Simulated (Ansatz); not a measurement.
Gas-phase electronic energies from Ansatz, PBE0-D4/def2-TZVP geometries. CCSD(T)/CBS adds triple-zeta CCSD(T) − MP2 to the extrapolated MP2 energy (def2 sets, frozen cores). This one scheme is used for every species, atoms too. Functionals use def2-TZVPP. Open shells (•) are unrestricted, without spin–orbit coupling. Spin–orbit coupling would lower the free atoms: a little for C; strongly for Sn. Elements past krypton have def2 core potentials. For Sn outer-core shells are correlated without core-valence functions, so the limit isn't a true one: a few kJ/mol of doubt a bond, and 10 to 20 or more in all where bonds break to atoms.

Reaction (atomization): `C#[C][SnH]([CH3])[CH3]` → 4 C• + 8 H• + Sn•

| species | r2SCAN-D4 energy (Eh) |
| --- | --- |
| `C#[C][SnH]([CH3])[CH3]` | -371.50570 |
| C• | -37.83292 |
| H• | -0.49993 |
| Sn• | -214.33064 |

Question: Work out ΔE.

Answer: ΔE = 8 × (-0.49993) + 4 × (-37.83292) + (-214.33064) − (-371.50570) = 1.84394 Eh = +1157.1 kcal/mol. CCSD(T)/CBS gives +1163.2 kcal/mol.

Largest T1 diagnostic among the species: 0.012.

From PBE to PBE0 (25 % exact exchange), in def2-TZVPP and without D4, ΔE moves by −15.3 kcal/mol: exact exchange takes away binding that semilocal exchange gives to molecules. The D4 term adds +9.8 kcal/mol with B3LYP and +5.3 kcal/mol with PBE0; it sums over pairs of atoms, weighted by their polarisabilities, and B3LYP, whose exchange is more repulsive, gets the larger term.

B3LYP here is the variant with VWN-RPA as its local correlation; programs differ in this.

For atomizations the MP2-based limit and the directly extrapolated one differ by several kJ/mol either way, and by 10 to 25 for some Ge, Se and Sn compounds, so smaller differences from it don't rank the levels.
